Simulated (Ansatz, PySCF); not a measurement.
System: bromo(trifluoro)silane, sum formula SiBrF3 (charge 0, singlet). SMILES: F[Si](F)(F)Br
Geometry from a B3LYP-D3(BJ)/def2-TZVP (Ansatz, a program for electronic structure) optimisation:
```xyz
5

Si    -0.8040     0.0066    -0.0465
F     -1.3319     1.4683    -0.2906
F     -1.4396    -0.5327     1.2877
F     -1.2970    -0.9021    -1.2322
Br     1.3678    -0.0113     0.0790
```

Property: atomisation energy (electronic, to ground-state atoms), in kcal/mol. Correlated levels leave the core frozen unless marked. Open shells are spin-unrestricted. Spin-orbit coupling is left out. The frozen core is the preceding noble-gas configuration, with the filled d and f shells of earlier blocks. No relativistic terms. The coupled-cluster limit lacks core correlation, which all-electron functionals hold. CBS(X,Y): correlation extrapolated as X^-3; Hartree-Fock from the larger set.

```tsv
level	program	atomisation energy (kcal/mol)	minus last row
HF/def2-QZVPPD	Ansatz	379.3	-132.9
revPBE-D4/def2-TZVPD	Ansatz + dftd4	493.2	-19.0
TPSSh/def2-TZVPD	PySCF	493.1	-19.1
r2SCAN0-D4/def2-TZVPD	Ansatz + dftd4	493.9	-18.3
CAM-B3LYP/def2-TZVPD	Ansatz	501.4	-10.8
CCSD(T)/def2-TZVPPD	Ansatz	493.5	-18.7
CCSD(T)/CBS(def2-TZVPP,def2-QZVPP)	Ansatz	512.2	0.0
```
